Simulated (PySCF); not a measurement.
## C₆ coefficients of unlike pairs at PBE

Calculated with PySCF 2.14 from the dipole response of each species, C₆(A,B) = (3/π) ∫ α_A(iu) α_B(iu) du, in atomic units, from isotropic polarisabilities. For ions this is the dispersion term alone; charge-induced terms of lower order in 1/R come first.

```json
{"species": "Rb⁺", "configuration": "[Kr] (1S)", "basis": "aug-cc-pVTZ-X2C (8s7p5d2f)", "relativity": "spin-free X2C", "α (bohr³)": "9.235", "C₆ (like pair)": "53.74"}
{"species": "S³⁺", "configuration": "[Ne] 3s2 3p1 (2P)", "basis": "dyall-acv3z (19s12p6d4f)", "relativity": "spin-free X2C", "α (bohr³)": "5.296", "C₆ (like pair)": "14.04"}
{"species": "Mn²⁺", "configuration": "[Ar] 3d5 (6S)", "basis": "aug-cc-pVTZ with one added diffuse shell each of s, p, d, f, g type (9s8p6d4f3g)", "relativity": "none", "α (bohr³)": "4.130", "C₆ (like pair)": "12.22"}
{"species": "Ga²⁺", "configuration": "[Ar] 3d10 4s1 (2S)", "basis": "aug-cc-pVQZ-DK (8s7p5d3f2g)", "relativity": "spin-free X2C", "α (bohr³)": "9.336", "C₆ (like pair)": "27.45"}
```

Q: Estimate C₆ for Ga²⁺ with Rb⁺.

A: The integral gives 37.01. The combination rule 2 C_A C_B / (C_A α_B/α_A + C_B α_A/α_B) gives 36.21 and the geometric mean 38.41.

No spin-orbit coupling is included.

The other pairs:

```
      pair     C₆
 Ga²⁺, S³⁺  19.32
  S³⁺, Rb⁺  27.31
Ga²⁺, Mn²⁺  17.11
 Mn²⁺, Rb⁺  25.11
 Mn²⁺, S³⁺  12.67
```
